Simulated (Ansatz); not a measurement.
The cluster Al₃Ga₂⁺. Total charge 1; singlet. Geometry r2SCAN-D4/def2-SVP; atoms count from 1.

Cartesian coordinates in Å:
```
Al 1.675 0.606 1.409
Al 0.433 -1.699 1.420
Al -1.476 0.779 -1.982
Ga -0.965 -1.050 -0.419
Ga 0.332 1.364 -0.428
```

The restricted singlet is unstable towards broken spin symmetry in Hartree–Fock (as tested in another run); at PBE0-D4/def2-TZVP this wasn't settled. Another isomer (triplet) lies 0.08 eV lower at PBE0-D4/def2-TZVP; other spin states weren't run for this one.

(1) Estimate the Mulliken populations from the PBE0/def2-TZVP orbitals of Ansatz.

(2) And the Mayer bond orders between bonded heavy atoms (over 0.3)?

Answers

(1) 
| atom | charge (e) |
| --- | --- |
| Al1 | 0.33 |
| Al2 | 0.32 |
| Al3 | 0.38 |
| Ga4 | -0.01 |
| Ga5 | -0.01 |
Mulliken values and Mayer orders depend strongly on the basis.

(2) Al1–Al2 0.68 (2.62 Å); Al1–Ga5 0.95 (2.40 Å); Al2–Ga4 0.95 (2.40 Å); Al3–Ga4 0.83 (2.46 Å); Al3–Ga5 0.84 (2.46 Å); Ga4–Ga5 0.62 (2.74 Å). Values over 0.3 also appear between atoms too far apart for a bond (Al1–Al3 0.33 at 4.63 Å; Al1–Ga4 0.37 at 3.61 Å; Al2–Al3 0.33 at 4.62 Å; Al2–Ga5 0.37 at 3.58 Å); they arise where an orbital or an unpaired electron spreads over both atoms.
